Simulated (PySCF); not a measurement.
silicon monosulfide (SSi), singlet, geometry from GFN2-xTB. Base run: PySCF with HF/6-31G*.

The PySCF input:
```python
from pyscf import gto, scf

mol = gto.Mole()
mol.atom = '''
    Si   -0.00000000   -0.00000000   -1.06660351
    S     0.00000000    0.00000000    0.93327807
'''
mol.basis = '6-31g*'
mol.verbose = 4
mol.build()

mf = scf.RHF(mol)
mf.kernel()
mf.analyze()
```

Variants of this job, named by their change:

```json
[
 {"change": "base", "basis functions": "36", "E (Eh)": "-686.43534", "HOMO (eV)": "-10.32", "HOMO-LUMO gap (eV)": "10.73", "dipole (D)": "2.93"},
 {"change": "basis = cc-pVDZ-DK; relativity = spin-free X2C", "basis functions": "36", "E (Eh)": "-688.15940", "HOMO (eV)": "-10.24", "HOMO-LUMO gap (eV)": "10.89", "dipole (D)": "2.64"},
 {"change": "basis = jorge-DZP-DKH; relativity = spin-free X2C", "basis functions": "48", "E (Eh)": "-688.15685", "HOMO (eV)": "-10.26", "HOMO-LUMO gap (eV)": "10.86", "dipole (D)": "2.72"},
 {"change": "basis = x2c-TZVPall; relativity = spin-free X2C", "basis functions": "74", "E (Eh)": "-688.17723", "HOMO (eV)": "-10.25", "HOMO-LUMO gap (eV)": "10.80", "dipole (D)": "2.68"},
 {"change": "basis = jorge-DZP-DKH; relativity = none", "basis functions": "48", "E (Eh)": "-686.23856", "HOMO (eV)": "-10.29", "HOMO-LUMO gap (eV)": "10.87", "dipole (D)": "2.71"},
 {"change": "basis = cc-pVDZ-DK; relativity = none", "basis functions": "36", "E (Eh)": "-686.09859", "HOMO (eV)": "-10.27", "HOMO-LUMO gap (eV)": "10.90", "dipole (D)": "2.64"},
 {"change": "basis = x2c-TZVPall; relativity = none", "basis functions": "74", "E (Eh)": "-686.22491", "HOMO (eV)": "-10.27", "HOMO-LUMO gap (eV)": "10.81", "dipole (D)": "2.67"},
 {"change": "basis = jorge-DZP-DKH; relativity = spin-free X2C; nucleus = Gaussian (with mol.nucmod = 'G')", "basis functions": "48", "E (Eh)": "-688.15633", "HOMO (eV)": "-10.26", "HOMO-LUMO gap (eV)": "10.86", "dipole (D)": "2.72"},
 {"change": "basis = x2c-TZVPall; relativity = spin-free X2C; nucleus = Gaussian (with mol.nucmod = 'G')", "basis functions": "74", "E (Eh)": "-688.17671", "HOMO (eV)": "-10.25", "HOMO-LUMO gap (eV)": "10.80", "dipole (D)": "2.68"},
 {"change": "basis = cc-pVDZ-DK; relativity = spin-free X2C; nucleus = Gaussian (with mol.nucmod = 'G')", "basis functions": "36", "E (Eh)": "-688.15887", "HOMO (eV)": "-10.24", "HOMO-LUMO gap (eV)": "10.89", "dipole (D)": "2.64"}
]
```

Total energies compare only within one method and basis.

Basis sets contracted for a relativistic Hamiltonian are a mismatch without it, so the rows without relativity aren't non-relativistic limits. No row has spin-orbit coupling; sets with core potentials leave out the core electrons.
